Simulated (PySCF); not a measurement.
HF₂S, charge +1, singlet, geometry from GFN2-xTB; HF/6-31G** run with PySCF.

Input for PySCF:
```python
from pyscf import gto, scf

mol = gto.Mole()
mol.atom = '''
    F    -1.185564   -0.381574   -0.341018
    S    -0.004243    0.325640    0.408954
    F     1.194496   -0.358979   -0.334315
    H    -0.012500    1.454741   -0.465264
'''
mol.basis = '6-31g**'
mol.charge = 1
mol.spin = 0
mol.verbose = 4
mol.build()

mf = scf.RHF(mol)
mf.level_shift = 0.1
mf.max_cycle = 100
mf.kernel()
mf.analyze()
```

It wrote (shortened):

```
PySCF version 2.14.0

[INPUT] verbose = 4
[INPUT] num. atoms = 4
[INPUT] num. electrons = 34
[INPUT] charge = 1
[INPUT] spin (= nelec alpha-beta = 2S) = 0
[INPUT] symmetry False subgroup None
[INPUT] Mole.unit = angstrom
[INPUT] Symbol           X                Y                Z      unit          X                Y                Z       unit  Magmom
[...]
nuclear repulsion = 125.50746389379
number of shells = 23
number of NR pGTOs = 112
number of NR cGTOs = 51
basis = 6-31g**
ecp = {}

******** <class 'pyscf.scf.hf.RHF'> ********
method = RHF
initial guess = minao
damping factor = 0
level_shift factor = 0.1
DIIS = <class 'pyscf.scf.diis.CDIIS'>
diis_start_cycle = 1
diis_space = 8
diis_damp = 0
SCF conv_tol = 1e-09
SCF conv_tol_grad = None
SCF max_cycles = 100
direct_scf = True
direct_scf_tol = 1e-13
Set gradient conv threshold to 3.16228e-05
Initial guess from minao.
init E= -597.258913913627
[...]
cycle= 1 E= -596.401377597272  delta_E= 0.858  |g|= 0.783  |ddm|=  2.1
[...]
cycle= 2 E= -596.534927558501  delta_E= -0.134  |g|= 0.348  |ddm|= 0.942
[...]
cycle= 3 E= -596.555811006137  delta_E= -0.0209  |g|= 0.064  |ddm|= 0.224
[...]
cycle= 4 E= -596.556916482761  delta_E= -0.00111  |g|= 0.0188  |ddm|= 0.0548
[...]
cycle= 5 E= -596.55715204433  delta_E= -0.000236  |g|= 0.00626  |ddm|= 0.0328
[...]
cycle= 6 E= -596.557189374655  delta_E= -3.73e-05  |g|= 0.00196  |ddm|= 0.0155
[...]
cycle= 7 E= -596.557193215068  delta_E= -3.84e-06  |g|= 0.000511  |ddm|= 0.00539
[...]
cycle= 8 E= -596.557193500539  delta_E= -2.85e-07  |g|= 0.000156  |ddm|= 0.00149
[...]
cycle= 9 E= -596.557193527784  delta_E= -2.72e-08  |g|= 5.09e-05  |ddm|= 0.000466
[...]
cycle= 10 E= -596.557193530807  delta_E= -3.02e-09  |g|= 1.26e-05  |ddm|= 0.000164
[...]
cycle= 11 E= -596.557193530998  delta_E= -1.91e-10  |g|= 2.84e-06  |ddm|= 4.27e-05
[...]
Extra cycle  E= -596.557193531004  delta_E= -6.82e-12  |g|= 1.49e-06  |ddm|= 6.34e-06
converged SCF energy = -596.557193531004
**** SCF Summaries ****
Total Energy =                        -596.557193531004373
Nuclear Repulsion Energy =             125.507463893789833
One-electron Energy =                -1066.370512592489149
Two-electron Energy =                  344.305855167694915
Two-electron Coulomb Energy =          389.524308907641228
DFT Exchange-Correlation Energy =      -45.218453739946312
HOMO-LUMO gap [eV] =                    16.855137647584989
**** MO energy ****
[...]
 ** Mulliken pop on meta-lowdin orthogonal AOs  **
 ** Mulliken pop  **
 ** Mulliken atomic charges  **
charge of    0F =     -0.34158
charge of    1S =      1.49280
charge of    2F =     -0.34158
charge of    3H =      0.19036

WARN: System has nonzero charge 1; the dipole moment is origin-dependent.
Location of origin: [0. 0. 0.]

Dipole moment(X, Y, Z, Debye): -0.03628,  3.36796,  1.52900
```
